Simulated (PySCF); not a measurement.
Assigning NMR signals

Numbering as in the mapped SMILES `[CH2:1]=[CH:2][BH:3][O:4][CH3:5]`. Hydrogens are named by the atom that carries them. Ha(C1) is cis to B3; Hb(C1) is trans to B3.

Averaged over atoms made equivalent by symmetry, fast rotation or ring inversion, in vacuum, single conformer, non-relativistic. HF/pcSseg-2 with gauge-including orbitals; PBE0-D3(BJ)/def2-SVP geometry; J: B3LYP/pcJ-1 (spin–dipole term only in couplings to heteroatoms); PySCF 2.14.0 with density-fitted response routines.

Shifts are taken against calculated references (same method and geometry level): TMS for 13C (191.47 ppm), 1H (31.68 ppm).

Task: Assign these signals to the numbered atoms. 13C{1H} NMR (computed): δ 156.1 (CH2), 147.4 (CH), 56.9 (CH3).

Result: 
```tsv
δ (ppm)	atoms	environment	reason
156.1	C1	terminal =CH2 carbon	the olefinic region
147.4	C2	alkene CH	an sp2 carbon of a C=C bond
56.9	C5	methyl carbon bonded to O	deshielded by the electronegative neighbour
```

Task: Assign these signals to the numbered atoms. 1H NMR (300 MHz, computed): δ 6.58 (m, 1H), 6.47 (m, 1H), 6.36 (m, 1H), 4.72 (br, 1H), 3.71 (s, 3H).

Result: 
6.58 → Hb(C1), hydrogen on a terminal =CH2 carbon: a vinylic proton, deshielded by the sp2 carbon and the C=C anisotropy
6.47 → Ha(C1), hydrogen on a terminal =CH2 carbon
6.36 → H(C2), hydrogen on an alkene CH: a vinylic proton, deshielded by the sp2 carbon and the C=C anisotropy
4.72 → H(B3), hydrogen on a boron bonded to C, O
3.71 → H(C5), hydrogen on a methyl carbon bonded to O: its carbon carries O, hence the downfield position

Hb(C1) and Ha(C1); Ha(C1) and H(C2) lie closer than the usual error of such a calculation, so a measured spectrum could show them in the other order.

Hydrogens on boron are broadened and split by 11B (spin 3/2, 80 %) and 10B (spin 3). A carbon bonded to boron is broadened by the quadrupolar boron nucleus and is often missing from a measured spectrum. Multiplet labels drop couplings under 1 Hz and merge nearly equal ones. Unscaled 3J(H,H) at this level run about 10 % above measured values. Shifts are as computed, not scaled to solution data. Of 1211 compounds with measured shifts, 218 miss one by over three times the rms of a fit or turn the order of signals round; such compounds aren't used in these exercises. Vicinal couplings across rotatable single bonds and in flexible rings belong to the one computed conformer; a conformer average would change them.
